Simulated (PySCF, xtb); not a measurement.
B(Br)(vinyl)(OH) (C₂H₄BBrO), SMILES C=CB(O)Br.

xtb with GFN2-xTB at its own geometry gives an orbital gap of 3.71 eV and a dipole moment of 3.95 D.

The structure is a stationary point at ωB97X-D3(BJ)/def2-SVP. Other conformers were not sampled.

### Question
What does PySCF with PBE/def2-TZVP give? (Estimate from the structure and the level; the computed values follow.)

### Answer
gap 4.60 eV (levels -7.02 and -2.43 eV), dipole 0.98 D.
